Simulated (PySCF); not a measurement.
## [C5H10ClFSi]-: g tensor and hyperfine couplings

Compound: C5H10ClFSi (charge -1 and doublet state).
Structure used (GFN2-xTB), in Å, numbered top down from 1:
```xyz
18
C5H10ClFSi angstrom
C     -0.5601   -2.0449    0.8130
C     -0.0768   -0.8722    0.0100
C      1.2703   -0.6109   -0.1700
Si     2.0734    0.8125   -0.9467
Cl     2.3168    2.8342    0.2821
C     -1.1424    0.0573   -0.4929
C     -1.3153    1.2554    0.4395
F     -2.4097    2.0316    0.0663
H     -1.2576   -2.6680    0.2383
H      0.2758   -2.6716    1.1196
H     -1.0914   -1.7296    1.7211
H      1.9432   -1.3306    0.2883
H      1.4016    1.5137   -2.0456
H      3.5088    0.6227   -1.1709
H     -2.1026   -0.4665   -0.5587
H     -0.8897    0.4320   -1.4878
H     -1.5131    0.9344    1.4671
H     -0.4401    1.9066    0.4156
```

The hyperfine couplings belong to this conformer and change with its torsions.

As a line formula: `C[C-]([CH][SiH2]Cl)CCF` [radical] (charge -1).

Level of theory: UKS B3LYP, pcH-1 on C Cl F H Si, non-relativistic, mean-field spin-orbit, GIAO (PySCF 2.14.0). Whether the extra electron is bound in the gas phase wasn't checked; a finite basis holds it in any case. The geometry wasn't refined by DFT: couplings that depend on bond lengths, twists or pyramidal angles can differ widely from those at the functional's own minimum, by a factor of two or more for some ions and for spin on atoms past the first row. No stability test was run, so a lower SCF solution isn't excluded.

* g1, g2, g3: 2.00073, 2.00218, 2.00289
* g_iso: 2.00193
* Form of g: rhombic: the two nearest values differ by 33 % of g3 − g1
* ⟨S²⟩: 0.7580 (exact 0.7500)
* HOMO–LUMO gap, α and β orbitals: 3.13, 5.60 eV
* Basis functions: 320

Isotropic coupling and dipolar principal values T1 to T3, in MHz:

```tsv
atom	isotope	a_iso	of which spin–orbit	T1	T2	T3	Mulliken spin population
C1	13C	-21.4	0.0	-1.0	-0.7	1.7	-0.05
C2	13C	51.7	-0.1	-45.8	-45.1	90.9	0.51
C3	13C	-21.5	0.0	-5.9	-0.4	6.4	0.02
Si4	29Si	-143.4	0.5	-65.8	32.4	33.3	0.43
Cl5	35Cl	92.4	0.2	-16.6	-16.3	32.8	0.06
C6	13C	-18.8	0.0	-0.8	-0.5	1.3	-0.04
C7	13C	35.6	0.0	-2.7	-2.1	4.7	0.03
F8	19F	17.6	0.0	-10.5	-8.4	18.8	0.00
H9	1H	43.7	0.0	-3.1	-2.5	5.7	0.02
H10	1H	2.4	0.0	-2.9	-2.2	5.0	0.00
H11	1H	60.8	0.0	-2.9	-2.6	5.5	0.03
H12	1H	-1.3	0.0	-1.8	-0.6	2.4	0.00
H13	1H	-6.1	0.0	-4.5	0.4	4.1	-0.01
H14	1H	-18.0	0.0	-5.7	1.1	4.6	-0.02
H15	1H	10.6	0.0	-3.0	-2.4	5.4	0.01
H16	1H	26.5	0.0	-3.0	-1.7	4.7	0.02
H17	1H	-1.4	0.0	-2.4	-1.2	3.6	0.00
H18	1H	-2.1	0.0	-3.0	0.7	2.3	0.00
```

The Mulliken spin populations are largest on C2 (+0.51), Si4 (+0.43) and Cl5 (+0.06). The angles at C2 add up to 359.8°, so it is planar.

The SMILES `C[C-]([CH][SiH2]Cl)CCF` draws the unpaired electron on C3, whose computed spin population is only +0.02.

Under fast tumbling the dipolar parts average out, and these isotropic splittings remain (the largest six): 1 × 35Cl (Cl5, I = 3/2, 4 lines) with 3.30 mT, 3 × 1H (H9/H10/H11, I = 1/2, 4 lines) with 1.27 mT, 2 × 1H (H15/H16, I = 1/2, 3 lines) with 0.66 mT, 1 × 19F (F8, I = 1/2, 2 lines) with 0.63 mT, 2 × 1H (H13/H14, I = 1/2, 3 lines) with 0.43 mT and 2 × 1H (H17/H18, I = 1/2, 3 lines) with 0.06 mT.

Means are taken over nuclei equivalent by connectivity, which assumes that they swap fast. The three 1H nuclei of mean +35.6 MHz run from 2.4 to 60.8 MHz in the frozen geometry. The 1H value of +18.6 MHz is a mean of couplings from 10.6 to 26.5 MHz in this one geometry, not an average over conformers. The 1H value of -12.1 MHz is a mean of couplings from -18.0 to -6.1 MHz in this one geometry, not an average over conformers.

Main isotope only: 35Cl (natural samples also hold 24 % 37Cl, magnetic too, which adds its own pattern).

The 13C coupling of C2 (51.7 MHz) shows only in satellite lines or after enrichment, since that isotope makes up about 1.07 % of natural carbon.

The 29Si coupling of Si4 (-143.4 MHz) shows only in satellite lines or after enrichment, since that isotope makes up about 4.7 % of natural silicon.

The spin density at the nucleus, in bohr⁻³, is negative for C3 (-0.0191), C1 (-0.0190) and C6 (-0.0168), for instance. A restricted open-shell determinant has no negative spin density anywhere; here it arises because α and β orbitals differ (spin polarisation).
